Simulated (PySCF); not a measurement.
p-cresol (C₇H₈O), SMILES Cc1ccc(cc1)O.

Geometry: PBE-D3(BJ)/def2-SVP. The values are those of a single conformer.

These are PySCF with PBE-D3(BJ)/def2-SVP values and carry that method's errors.

Frequencies are harmonic and unscaled.

```csv
mode,ν (cm⁻¹),IR (km/mol),moving atoms (share of kinetic energy)
1,25,0.6,H 95 %
2,142,1.1,"C 51 %, O 28 %, H 21 %"
3,301,2.0,"C 53 %, H 29 %, O 18 %"
4,325,0.2,"C 71 %, H 20 %, O 9 %"
5,393,102.4,"H 90 %, O 8 %"
6,411,0.0,"C 73 %, H 27 %"
7,416,9.5,"C 51 %, H 25 %, O 24 %"
8,455,1.5,"C 63 %, O 27 %, H 9 %"
9,507,10.7,"C 58 %, H 38 %"
10,636,0.6,C 90 %
11,699,0.5,"C 71 %, H 29 %"
12,738,7.9,"C 64 %, O 19 %, H 17 %"
13,785,15.1,"H 70 %, C 29 %"
14,813,22.2,"H 64 %, C 36 %"
15,843,5.2,"C 78 %, O 12 %, H 10 %"
16,909,0.7,"H 76 %, C 24 %"
17,943,0.4,"H 73 %, C 27 %"
18,960,0.9,"H 70 %, C 30 %"
19,992,0.3,"C 64 %, H 36 %"
20,1010,4.2,"H 62 %, C 38 %"
21,1086,19.1,"H 81 %, C 19 %"
22,1144,8.6,"H 91 %, C 9 %"
23,1158,143.1,"H 78 %, C 14 %, O 9 %"
24,1208,5.6,"C 61 %, H 39 %"
25,1280,65.5,"H 63 %, C 31 %"
26,1293,29.0,"C 60 %, H 28 %, O 12 %"
27,1343,0.9,"H 73 %, C 27 %"
28,1377,20.3,"C 71 %, H 27 %"
29,1405,6.2,H 97 %
30,1410,8.5,"H 60 %, C 40 %"
31,1441,11.9,"C 58 %, H 41 %"
32,1516,117.8,"C 75 %, H 23 %"
33,1603,17.6,"C 91 %, H 8 %"
34,1642,39.3,C 93 %
35,2963,34.2,H 97 %
36,3035,12.0,"H 91 %, C 9 %"
37,3068,10.4,"H 91 %, C 9 %"
38,3088,17.9,"H 92 %, C 8 %"
39,3103,10.7,"H 92 %, C 8 %"
40,3111,11.3,"H 91 %, C 9 %"
41,3136,4.3,"H 91 %, C 9 %"
42,3705,55.2,H 94 %
```
